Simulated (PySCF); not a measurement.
## Hf³⁺ (hafnium, charge +3) across methods

[Xe] 4f14 5d1, 2D determinant. Calculation: PySCF 2.14, in ANO-RCC-VTZP (8s7p5d3f2g1h, 104 functions); scalar relativity by spin-free X2C-1e.

```csv
method,E (hartree),mean ε 4f α (eV),mean ε 4f β (eV),mean ε 5d α (eV),Σ⟨r²⟩ (bohr²),⟨S²⟩
PBE,-15076.51,-44.220,-44.115,-27.848,33.82,0.751
UHF,-15071.40382,-58.349,-58.259,-32.503,33.47,0.752
PBE0,-15076.27,-47.982,-47.875,-29.208,33.64,0.751
r2SCAN,-15076.58,-44.329,-44.206,-28.184,33.60,0.751
```

Q: Estimate the same row for LDA.

A: E (hartree) = -15066.56; mean ε 4f α (eV) = -44.604; mean ε 4f β (eV) = -44.492; mean ε 5d α (eV) = -27.853; Σ⟨r²⟩ (bohr²) = 33.81; ⟨S²⟩ = 0.750.

Spin-orbit coupling, absent here, splits the open shell strongly.
